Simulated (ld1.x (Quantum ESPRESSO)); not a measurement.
## Building the TM potential for As (LDA (PZ), fully relativistic).

```json
{
 "Element": "As (Z = 33)",
 "Generator": "ld1.x (Quantum ESPRESSO) 7.5",
 "Type": "norm-conserving Troullier–Martins (Kleinman–Bylander form)",
 "Functional": "LDA (PZ)",
 "Relativity": "fully relativistic",
 "Frozen core": "[Ar]",
 "Valence charge": "15",
 "Reference configuration": "3d10 4s2 4p3",
 "Partial waves": "4s (bound): rc 1.40 bohr; 4p (bound): rc 1.50 bohr; 3d (bound): rc 1.10 bohr",
 "Local potential": "the d channel",
 "Core correction": "Bessel-smoothed model core inside 0.85 bohr"
}
```

Open shells are filled in proportion to 2j + 1 (rel_dist='average').

All-electron outer shells of the reference configuration (LDA (PZ), scalar-relativistic, ld1.x):

| shell | level (eV) | outermost node (bohr) | outermost maximum (bohr) |
| --- | --- | --- | --- |
| 3s | -189.50 | 0.25 | 0.52 |
| 3p | -133.41 | 0.22 | 0.52 |
| 3d | -40.89 | – | 0.47 |
| 4s | -14.70 | 0.73 | 1.61 |
| 4p | -5.35 | 0.78 | 1.97 |

Results:

```json
{"Cutoffs needed": "230 Ry and over 300 Ry (the cutoffs (Ry, on a coarse ladder) from which the occupation-weighted sum of valence levels, in a spherical-Bessel basis at the reference potential, stays within 10 and 1 mRy of its value at 400 Ry)", "Ghost test": "ghost states, extra bound levels that the all-electron valence spectrum of the same l lacks: s at -429.0 eV, p3/2 at -157.7 eV, p1/2 at -155.2 eV; a true bound ghost makes a file unfit for plane-wave use (spherical-Bessel basis up to 400 Ry, 20 bohr box)", "Largest excitation error": "-526 meV (all-electron minus pseudo) for 3d9 4s2 4p4, out of 7 test configurations"}
```

Note: ghost states, extra bound levels that the all-electron valence spectrum of the same l lacks: s at -429.0 eV, p3/2 at -157.7 eV, p1/2 at -155.2 eV. A true bound ghost makes a file unfit for plane-wave use. The potential misses its own reference levels by up to 0.4 eV.

Generation and tests took about 1.8 s on one core of a shared server CPU.
